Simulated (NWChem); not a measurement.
# CH$_{7}$Si$_{2}$, doublet; SMILES [SiH3][CH][SiH3]

Computed with NWChem. Spin-unrestricted. In the optimisation the excess spin sits in b (C2, its own frame). All runs use the structure optimised with B3LYP/6-31G* (spherical d), spin-unrestricted. No stability test was run on the SCF state.

Question: Estimate the computed values for B3LYP/aug-pcseg-1. Quantities: highest occupied level (eV); lowest empty minus highest occupied level, either spin (eV); dipole (D).

Answer: 
| Item | Result |
|---|---|
| highest occupied level (eV) | -6.79 |
| lowest empty minus highest occupied level, either spin (eV) | 3.51 |
| dipole (D) | 0.55 |
